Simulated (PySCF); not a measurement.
LiAs⁺ at UHF-MP2

Computed with UHF-MP2; Li pcseg-2, As pcseg-2; no relativity (PySCF 2.14).

For LiAs⁺, the state is ⁴Σ⁻ (quartet), unpaired electrons σ ↑, π ↑↑. The bond length is 2.735 Å. The harmonic wavenumber is 235 cm⁻¹, the force constant is 0.209 mdyn/Å and the rotational constant Be is 0.3514 cm⁻¹. The anharmonicity ωexe is 3.46 cm⁻¹. The vibration–rotation constant αe is 0.00702 cm⁻¹ and the well depth De to Li⁺ + As is 0.42 eV. The dissociation energy D0 is 0.41 eV.

Correlated steps freeze 9 core orbitals. Spin–orbit coupling is left out. For an ion De counts to the pair picked by the measured ionisation energies or electron affinities, which need not be the lowest pair at this level. The state was picked by a PBE0 search and need not be the measured ground state.
